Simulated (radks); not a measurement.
Species: I XX. Configuration: [Ar] 3d10 4s2 4p4. All-electron calculation, Dirac Kohn-Sham, PBE, spin-unpolarised, spherical densities, finite nucleus; open shells fill j = l - 1/2 first; Fermi nuclear charge, rms radius 4.75 fm. Program: a radial shooting solver on a logarithmic mesh with Libxc functionals.

Normalised radial functions P(r) = r R(r) (large component), r in bohr:

```
   r/bohr * 3p3/2 (the largest magnitude, 1.97, reaches the edge; | marks zero)
  0.00156                             *
 0.001759                             *
 0.001983                             *
 0.002254                             *
 0.002541                             *
 0.002865                             *
 0.003256                             *
 0.003672                             *
 0.004173                             *
 0.004705                             |*
 0.005305                             |*
 0.006029                             |*
 0.006798                             |*
 0.007665                             |*
 0.008711                             | *
 0.009822                             | *
  0.01116                             | *
  0.01259                             |  *
  0.01419                             |  *
  0.01613                             |   *
  0.01819                             |    *
  0.02067                             |     *
   0.0233                             |      *
  0.02628                             |       *
  0.02986                             |         *
  0.03367                             |          *
  0.03796                             |           *
  0.04315                             |            *
  0.04865                             |             *
  0.05529                             |              *
  0.06234                             |              *
  0.07029                             |              *
  0.07989                             |             *
  0.09007                             |           *
   0.1016                             |        *
   0.1154                             |   *
   0.1301                            *|
   0.1479                      *      |
   0.1668                 *           |
    0.188           *                 |
   0.2137       *                     |
    0.241   *                         |
   0.2739  *                          |
   0.3088  *                          |
   0.3482     *                       |
   0.3957        *                    |
   0.4461            *                |
    0.503                 *           |
   0.5717                     *       |
   0.6446                        *    |
   0.7326                          *  |
    0.826                            *|
   0.9314                            *|
    1.059                             *
    1.193                             *
    1.346                             *
    1.529                             *
    1.724                             *
     1.96                             *
     2.21                             *
```

3p3/2: eigenvalue -1336.7 eV, 1 radial node at r = 0.128 bohr, <r> = 0.312 bohr, 90 % of the charge inside 0.467 bohr.
